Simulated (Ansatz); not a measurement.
One change: `N#[C][Al]([Cl])[Cl]` becomes `[OH][Al]([Cl])[Cl]`.

Ansatz, PBE0-D4/def2-TZVP geometries, multiplicity 1. Each molecule was computed in one conformer, which needn't be the lowest.

```json
{"property": "LUMO energy (ωB97M-V/def2-TZVPP) / eV", "`N#[C][Al]([Cl])[Cl]`": "-0.47"}
{"property": "LUMO energy (PBE/def2-TZVPP) / eV", "`N#[C][Al]([Cl])[Cl]`": "-3.11"}
{"property": "size of the dipole moment (ωB97M-V/def2-TZVPP) / D", "`N#[C][Al]([Cl])[Cl]`": "2.41"}
{"property": "HOMO–LUMO gap (PBE0/def2-TZVPP) / eV", "`N#[C][Al]([Cl])[Cl]`": "7.58"}
{"property": "HOMO energy (B3LYP/def2-TZVPP) / eV", "`N#[C][Al]([Cl])[Cl]`": "-9.59"}
{"property": "LUMO energy (PBE0/def2-TZVPP) / eV", "`N#[C][Al]([Cl])[Cl]`": "-2.31"}
```

**Question.** Give the same properties after the change, and the shifts. (Best estimate.)

**Answer.** Computed: 
```
                                          property  `[OH][Al]([Cl])[Cl]`  shift
             LUMO energy (ωB97M-V/def2-TZVPP) / eV                  0.71   1.18
                 LUMO energy (PBE/def2-TZVPP) / eV                 -1.82   1.29
size of the dipole moment (ωB97M-V/def2-TZVPP) / D                  1.64  -0.77
              HOMO–LUMO gap (PBE0/def2-TZVPP) / eV                  8.34   0.76
               HOMO energy (B3LYP/def2-TZVPP) / eV                 -9.01   0.58
                LUMO energy (PBE0/def2-TZVPP) / eV                 -0.97   1.34
```

With PBE0 the HOMO rises by 0.58 eV and the LUMO rises by 1.34 eV, so the gap widens by about 0.76 eV. PBE moves the HOMO by 0.62 eV and ωB97M-V by 0.59 eV. Dipoles are sizes alone; their direction can turn.

B3LYP here is the variant with VWN-RPA as its local correlation; programs differ in this.
